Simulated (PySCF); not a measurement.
Electron correlation in Er(48+) (erbium, charge +48)

[Ar] 3d2, high-spin 3F determinant. Calculation: PySCF 2.14, in an even-tempered Gaussian basis (17 s from 11 bohr⁻², ratio 2.5; 12 p from 14 bohr⁻², ratio 2.5; 7 d from 14 bohr⁻², ratio 2.5; 4 f from 49 bohr⁻², ratio 2.7; 3 g from 74 bohr⁻², ratio 2.7); scalar relativity by spin-free X2C-1e. Frozen: [Ne]; 10 electrons correlated; the 24 highest virtual orbitals of each spin left out.

```tsv
level	correlation energy (mhartree)
CCSD	-504.24
(T)	-1.93
CCSD(T)	-506.17
```

Diagnostics: T1 = 0.00024, D1 = 0.0005, largest double amplitude 0.021.

Problem. Is a single reference adequate?

Solution. Yes, within this model without spin-orbit coupling: T1 lies below 0.03 and no double amplitude reaches 0.07.

At this charge the one-electron X2C treatment keeps the bare 1/r₁₂, with no two-electron picture change or Breit term. The effect here is smaller than on the frozen 1s shell; and a scalar Hamiltonian misses the large spin-orbit splitting of the p shells, which matters for ns² → np² pairs.

Spin-orbit coupling is strong in this species, so the high-spin LS determinant is a model state.
